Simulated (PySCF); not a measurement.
Nb, sextet (core potentials on Nb). Base run: B3LYP/def2-SVP (PySCF).

Here is a job for PySCF.
```python
from pyscf import gto, scf, dft

mol = gto.M(
    atom='''
Nb    0.00000000    0.00000000    0.00000000
''',
    basis='def2-svp',
    ecp={'Nb': 'def2-svp'},
    spin=5,
    verbose=4,
)

mf = dft.UKS(mol)
mf.xc = 'b3lyp'
mf.kernel()
```

The base run was repeated with changes; each row names its change, and settings that it needs were set with it.

```
change                                                                                                                   basis functions       E (Eh)  HOMO (eV)        outcome
-----------------------------------------------------------------------------------------------------------------------  ---------------  -----------  ---------  -------------
base                                                                                                                                  31    -56.82541      -4.11      converged
basis = x2c-SVPall; relativity = spin-free X2C; nucleus = Gaussian (with nucmod='G'; without ecp={'Nb': 'def2-svp'})                  53  -3819.03360      -4.27      converged
basis = x2c-SVPall; relativity = spin-free X2C (without ecp={'Nb': 'def2-svp'})                                                       53  -3819.07292      -4.27      converged
basis = jorge-DZP-DKH; relativity = spin-free X2C (without ecp={'Nb': 'def2-svp'})                                                    48  -3818.67001      -2.80      converged
basis = jorge-DZP-DKH; relativity = spin-free X2C; nucleus = Gaussian (with nucmod='G'; without ecp={'Nb': 'def2-svp'})               48  -3818.62438      -2.75      converged
basis = x2c-TZVPall; relativity = spin-free X2C; nucleus = Gaussian (with nucmod='G'; without ecp={'Nb': 'def2-svp'})                 63  -3819.38172      -4.21      converged
basis = jorge-DZP-DKH; relativity = none (without ecp={'Nb': 'def2-svp'})                                                             48  -3733.09810      -2.92      converged
basis = x2c-TZVPall; relativity = none (without ecp={'Nb': 'def2-svp'})                                                               63            -          -  not converged
basis = x2c-SVPall; relativity = none (without ecp={'Nb': 'def2-svp'})                                                                53  -3715.85544      -3.11      converged
basis = x2c-TZVPall; relativity = spin-free X2C (without ecp={'Nb': 'def2-svp'})                                                      63  -3819.42532      -4.25      converged
```

Total energies compare only within one method and basis.

Open shells are given as the SCF converged; they aren't shown to be the lowest states, and a large step between rows can be another state.

Basis sets contracted for a relativistic Hamiltonian are a mismatch without it, so the rows without relativity aren't non-relativistic limits. No row has spin-orbit coupling; sets with core potentials leave out the core electrons.
